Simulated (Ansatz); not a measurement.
Consider the redistribution: `[F][Zn][O][SiH3]` + `CC[SiH3]` → `C[CH2][Zn][F]` + disiloxane.

Program: Ansatz. Geometries: PBE0-D4/def2-TZVP. ΔE: electronic, gas phase. CBS: MP2 limit from def2 TZ/QZ plus the TZ coupled-cluster correction, frozen cores. DFT in def2-TZVPP. B3LYP here is the variant with VWN-RPA as its local correlation; programs differ in this. HSE06 is defined as in plane-wave codes. For Zn outer-core shells are correlated without core-valence functions, which leaves a few kJ/mol of doubt a bond. Scalar relativity is left out up to krypton. Each species was taken in one conformer, which may not be the lowest.

| level | ΔE (kcal/mol) | difference from CCSD(T)/CBS |
| --- | --- | --- |
| LDA (SPW92) | -12.5 | -2.3 |
| PBE-D4 | -11.6 | -1.4 |
| BLYP-D4 | -13.2 | -3.0 |
| r2SCAN-D4 | -11.7 | -1.5 |
| B97M-V | -10.9 | -0.7 |
| PBE0-D4 | -11.1 | -0.9 |
| B3LYP-D4 | -12.8 | -2.6 |
| r2SCANh-D4 | -11.6 | -1.4 |
| r2SCAN0-D4 | -11.3 | -1.1 |
| HSE06-D4 | -11.0 | -0.8 |
| BHLYP-D4 | -12.2 | -2.0 |
| CAM-B3LYP-D4 | -12.4 | -2.2 |
| ωB97X-V | -10.5 | -0.3 |
| ωB97M-V | -11.8 | -1.6 |
| B2PLYP | -11.9 | -1.7 |
| PBE | -11.8 | -1.6 |
| revPBE | -11.6 | -1.4 |
| BLYP | -13.5 | -3.3 |
| r2SCAN | -11.8 | -1.6 |
| PBE0 | -11.2 | -1.0 |
| B3LYP | -13.1 | -2.9 |
| r2SCANh | -11.6 | -1.4 |
| r2SCAN0 | -11.4 | -1.2 |
| HSE06 | -11.1 | -0.9 |
| BHLYP | -12.3 | -2.1 |
| CAM-B3LYP | -12.5 | -2.3 |
| LC-ωPBE | -10.1 | 0.1 |
| HF/def2-SVP | -6.5 | 3.7 |
| MP2/def2-SVP | -5.9 | 4.3 |
| CCSD/def2-SVP | -5.4 | 4.8 |
| CCSD(T)/def2-SVP | -5.5 | 4.7 |
| HF/def2-TZVPP | -10.0 | 0.2 |
| MP2/def2-TZVPP | -11.2 | -1.0 |
| SCS-MP2/def2-TZVPP | -10.8 | -0.6 |
| CCSD/def2-TZVPP | -10.2 | 0.0 |
| HF/def2-QZVPP | -9.2 | 1.0 |
| SCS-MP2/def2-QZVPP | -10.5 | -0.3 |
| HF/CBS(def2) | -9.1 | 1.1 |
| MP2/CBS(def2) | -11.2 | -1.0 |
| CCSD/CBS(def2) | -10.1 | 0.1 |
| CCSD(T)/CBS | -10.2 | 0 |

Largest T1 diagnostic among the species: 0.017.

From BLYP to BHLYP (50 % exact exchange), in def2-TZVPP and without D4, ΔE moves by +1.3 kcal/mol. At CCSD(T), def2-SVP lies +4.7 kcal/mol from the extrapolated value and def2-TZVPP −0.0 kcal/mol.
